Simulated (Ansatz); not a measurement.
An input meant for Zr2N2 (charge 0, singlet).

```yaml
crystal:
  periodic: [false, false, false]
  atoms:
    - {symbol: Zr, position_ang: [0.131333, -0.272590, 1.338453]}
    - {symbol: Zr, position_ang: [-0.132005, 0.272957, -1.338311]}
    - {symbol: N, position_ang: [-0.654234, -1.124468, -0.164821]}
    - {symbol: N, position_ang: [0.654906, 1.124092, 0.164679]}
basis:
  gaussian: {orbitals: def2-TZVP, final_grid: {core_spheres: 1, valence_spheres: 1, degree: 5}}
hamiltonian: {xc: {name: r2SCAN}}
scf: {lower_state_search: off}
output: {forces: true}
```

```sh
$ ansatz run in.yaml --threads 4 --pin off --events-out ev --progress --plain --max-ram 3916MiB
```

It prints (some lines left out):

```
Functional definition: r2SCAN
  name "r2SCAN"
  cite "Furness, Kaplan, Ning, Perdew & Sun, J. Phys. Chem. Lett. 11, 8208 (2020) doi:10.1021/acs.jpclett.0c02405"
  cite "Furness, Kaplan, Ning, Perdew & Sun, J. Phys. Chem. Lett. 11, 9248 (2020) doi:10.1021/acs.jpclett.0c03077"
  parent r2scan
  parameter k0 = 0.174
  parameter k1 = 0.065
  parameter a1 = 4.9479
  exchange = r2scan_x(k0 = k0, k1 = k1, a1 = a1)
  correlation = r2scan_c
these checks for a lower state are left out or cut short: stability, starts, cluster_reference, orbital_swaps, neighbouring_geometries, increment
952 factors; their error is unknown
mean field evaluation 1: about -5503.3929 eV, gradient 1.3e2 eV
mean field evaluation 2: about -5162.0293 eV, gradient 2.9e2 eV
mean field evaluation 4: about -5540.2524 eV, gradient 2.9e1 eV
mean field evaluation 8: about -5541.8925 eV, gradient 3.5e0 eV
mean field evaluation 16: about -5524.2218 eV, gradient 4.7e0 eV
mean field evaluation 32: about -5524.2700 eV, gradient 8.1e-6 eV
mean field -5524.27004309 eV, -203.0131795987 hartree, gradient 8.1e-6 eV, S^2 0.000000; 0 other end points of the search recorded, 0 dependent functions left out
the calculation of the forces begins
reference -5524.27005229 eV, -203.0131799369 hartree; 19, 19 occupied and 123, 123 virtual orbitals, 952 factors
Total energy: -5524.27005229 eV, -203.0131799369 hartree
Atom 0 at     0.131333    -0.272590     1.338453 Å, force    -0.477573     0.981636    -4.798432 eV/Å
Atom 1 at    -0.132005     0.272957    -1.338311 Å, force     0.466400    -0.975476     4.800787 eV/Å
Atom 2 at    -0.654234    -1.124468    -0.164821 Å, force     1.960147     3.354198     0.490369 eV/Å
Atom 3 at     0.654906     1.124092     0.164679 Å, force    -1.948974    -3.360358    -0.492724 eV/Å
Dipole moment:    -0.000174     0.000096     0.000037 e Å
Checks for a lower state left out: stability, starts, cluster_reference, orbital_swaps, neighbouring_geometries, increment
```

Q: What is wrong with this run?

A: The integration grid is far too coarse. The calculation finished and met its thresholds. The result belongs to that input, not to the species as meant. The restricted singlet is unstable towards broken spin symmetry at other levels; at RKS r2SCAN/def2-TZVP this wasn't settled.
